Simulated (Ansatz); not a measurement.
Species: 2-fluoropropan-2-ylsilane, C$_{3}$H$_{9}$FSi, net charge 0, singlet state. SMILES: C(C)(F)(C)[SiH3]
Geometry: optimised at B3LYP-D3(BJ)/def2-TZVP (Ansatz, a program for electronic structure).

Quantity: vertical ionisation energy (to the doublet state of charge +1; each state is the SCF solution reached for its spin), in eV. Cores are frozen in the correlated levels unless marked. Open shells are spin-unrestricted. Spin-orbit coupling is left out. Non-relativistic. 

```tsv
level	program	vertical ionisation energy (eV)
PBE0/def2-TZVPD	Ansatz	10.17
BHLYP/def2-TZVPD	Ansatz	10.39
CAM-B3LYP/def2-TZVPD	Ansatz	10.36
wB97X-V/def2-TZVPD	Ansatz	10.34
MP2/aug-cc-pV(D+d)Z	Ansatz	10.46
RI-MP2/aug-cc-pV(Q+d)Z	Ansatz	10.63
```
